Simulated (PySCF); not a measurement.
HClGeO (SMILES [OH][Ge][Cl]), singlet, geometry from GFN2-xTB. Base run: PySCF with PBE0/cc-pVDZ, polarisability.

Input for PySCF:
```python
from pyscf import gto, scf, dft
from pyscf.prop import polarizability

mol = gto.M(
    atom='''
Ge    0.02009740   -0.30254719    0.58220443
Cl    0.36825682    1.33830141   -0.76305111
O    -0.73002257   -1.35422463   -0.64464306
H    -1.06330205   -2.23581677   -0.50152847
''',
    basis='cc-pvdz',
    verbose=3,
)

mf = dft.RKS(mol)
mf.xc = 'pbe0'
mf.kernel()
alpha = mf.Polarizability().polarizability()[2, 2]
print('alpha_zz =', alpha)
```

The base run was repeated with changes; each row names its change, and settings that it needs were set with it.

```tsv
change	alpha_zz (bohr³)	basis functions	core-seconds (rough)
base	38.39	64	9
finite field (a.u.) = 2e-4; conv_tol = 1e-6	37.80	64	7
basis = 6-31G	?	?	8
basis = cc-pVTZ	44.98	121	20
basis = STO-3G	?	?	3
finite field (a.u.) = 0.05; conv_tol = 1e-11	38.58	64	10
functional = hf	35.54	64	2
basis = 6-31G*	39.56	66	7
finite field (a.u.) = 2e-4; conv_tol = 1e-11	38.39	64	9
finite field (a.u.) = 0.001; conv_tol = 1e-6	38.29	64	7
finite field (a.u.) = 0.001; conv_tol = 1e-11	38.39	64	8
basis = aug-cc-pVDZ	50.68	95	20
```

What belongs in the gaps?


- basis = 6-31G, alpha_zz (bohr³): 37.51
- basis = 6-31G, basis functions: 51
- basis = STO-3G, alpha_zz (bohr³): 17.31
- basis = STO-3G, basis functions: 33

Finite-field rows take the second difference of the energy in a field along z; a small field with loose convergence shows SCF noise divided by the square of the field, and a large one adds hyperpolarisability.
